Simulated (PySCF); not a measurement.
Si(H)(Cl)(OH)(OEt) (C₂H₇ClO₂Si), SMILES C(O[SiH](Cl)O)C. The structure is a stationary point at PBE-D3(BJ)/def2-SVP. The values are those of a single conformer.

Q: Give the equilibrium geometry at PBE-D3(BJ)/def2-SVP (PySCF confirms it by a frequency run) as a Z-matrix. (The exact figures need the calculation; the answer reports its results.)

A: Several could match; the one computed here: 
```
O
C 1 1.4281
H 2 1.1138 1 110.00
H 2 1.1147 3 107.18 1 118.81
C 2 1.5184 3 110.57 4 120.29
H 5 1.1083 2 110.70 3 179.84
H 5 1.1084 6 108.13 2 121.35
H 5 1.1086 6 108.41 7 117.32
Si 1 1.6609 2 127.25 3 38.13
O 9 1.6568 1 108.57 2 -164.90
H 10 0.9738 9 115.36 1 50.92
H 9 1.4882 10 106.11 11 174.58
Cl 9 2.0903 12 108.33 10 -120.28
```
